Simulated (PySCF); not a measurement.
A structure optimised at r2SCAN-D4/def2-TZVP, used in a PySCF frequency run:

```
Cu
O 1 1.8800
H 2 0.9661 1 123.39
H 2 0.9662 3 108.25 1 -154.73
O 1 1.8800 4 160.17 2 174.54
H 5 0.9661 1 123.39 4 97.13
H 5 0.9662 6 108.25 1 -154.73
```
Charge +1, spin multiplicity 1.

Q: Write its SMILES, formula and point group.

A: [OH2]->[Cu+]<-[OH2], CuH4O2, C2

Q: What are its rotational constants (standard atomic weights)?

A: 193.47, 3.6681, 3.6660 GHz
